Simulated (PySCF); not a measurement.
## How methods differ on the excitation energy of Cu⁺

Cu⁺ [Ar] 3d10 (1S) → Cu⁺ [Ar] 3d9 4s1 (3D), as a difference of total energies. Computed with PySCF 2.14 in ANO-RCC-VTZP, with the spin-free X2C one-electron Hamiltonian (Gaussian nucleus). Correlated levels: valence: [Ar] frozen; valence and next inner shell: [Ne] frozen. The calculations carry no spin-orbit coupling.

```tsv
method	excitation energy (eV)	error (eV)
UHF	0.773	-2.035
LDA	3.313	+0.505
PBE	2.935	+0.127
PBE0	2.567	-0.241
r2SCAN	2.472	-0.336
M06-2X	2.375	-0.433
B2PLYP	2.857	+0.049
CAM-B3LYP	2.672	-0.136
MP2 (valence)	3.622	+0.814
SCS-MP2 (valence)	3.325	+0.517
MP2 (valence and next inner shell)	4.181	+1.373
SCS-MP2 (valence and next inner shell)	3.762	+0.954
```

Reference: 2.808 eV (measured; NIST levels, between the centres of gravity of the two terms).

Errors of the correlated levels include the incompleteness of this basis and the frozen core.

The basis was made for the ground configuration and has no added diffuse functions, so the excitation energy can come out too high.
